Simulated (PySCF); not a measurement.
A compound of formula C34H20 has these computed shifts in ppm, with the number of atoms in brackets (GIAO OPBE/pcSseg-1, gas phase, PySCF SCF with an in-house response code, fitting set def2-universal-JFIT, grid level 2, non-relativistic, geometry: GFN2-xTB; 13C, 1H against isolated TMS).

1H: 9.21 (1), 8.66 (1), 8.65 (1), 8.45 (1), 8.19 (1), 8.17 (1), 8.01 (1), 7.96 (1), 7.90 (1), 7.87 (1), 7.80 (1), 7.79 (1), 7.54 (1), 7.38 (1), 7.24 (1), 7.21 (1), 6.20 (1), 6.06 (1), 5.80 (1), 5.78 (1)
13C: 139.7 (1), 139.5 (1), 130.6 (1), 130.0 (1), 129.7 (1), 128.2 (1), 128.1 (1), 127.8 (1), 127.7 (1), 127.5 (1), 127.2 (1), 126.8 (1), 126.7 (1), 126.1 (1), 125.7 (1), 125.3 (1), 125.3 (1), 125.1 (1), 125.0 (1), 124.7 (1), 124.4 (1), 124.3 (1), 124.3 (1), 124.0 (1), 123.4 (1), 122.3 (1), 122.2 (1), 121.3 (1), 120.8 (1), 119.9 (1), 119.8 (1), 119.4 (1), 118.8 (1), 115.7 (1)

Problem. Which structure gave them?

Solution. C=c1ccc2c(ccc3c2ccc2c3cc3c4cccc5cccc(c6ccc(=C)c2c63)c54)c1. Other isomers were not compared.
